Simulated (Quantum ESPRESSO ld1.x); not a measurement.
One sound ld1.x (Quantum ESPRESSO 7.5) input for neutral silver gives E = -5316.619 hartree in 30 iterations:

```
 &input
    zed=47.0,
    iswitch=1,
    rel=1,
    dft='BLYP',
    config='[Kr] 4d10 5s1',
    prefix='ld1',
    max_out_wfc=37,
    file_charge='ld1.rho',
 /
```

Changed or added lines, one case at a time, and what came of them:

- iswitch=7: refused. The program stops in ld1_readin with "wrong iswitch": iswitch takes 1 to 4.
- relativistic=1: refused. The program stops in ld1_readin with "reading input namelist": the namelist holds a keyword that &input does not know.
- noscf=.true.: ran as typed. With noscf the program prints the levels of a bare nucleus, with no screening and no total energy; they are not those of the atom.
- rel=2 relpert=.true.: refused. The program stops in ld1_readin with "perturbative SO-splitting for AE calculations with rel=0 only": the perturbative correction needs rel = 0.
- config='[Kr] 4d10 5s1 8s1': refused. The program stops in el_config with "wrong main quantum number": the config string takes n from 1 to 7 alone.
- config='[Cd] 4d10 5s1': refused. The program stops in el_config with "wrong core: Cd": the cores known are He, Ne, Ar, Kr, Xe, Hg and Rn.
- config='[Kr] 4d10 5s1 6p2': spurious. The string holds 49 electrons for Z = 47, so the species has charge -2 and is not the one meant. The equations of the added shell fail (the log warns of at least one error in the KS equations), so the printed solution is spurious even though the residual is small.
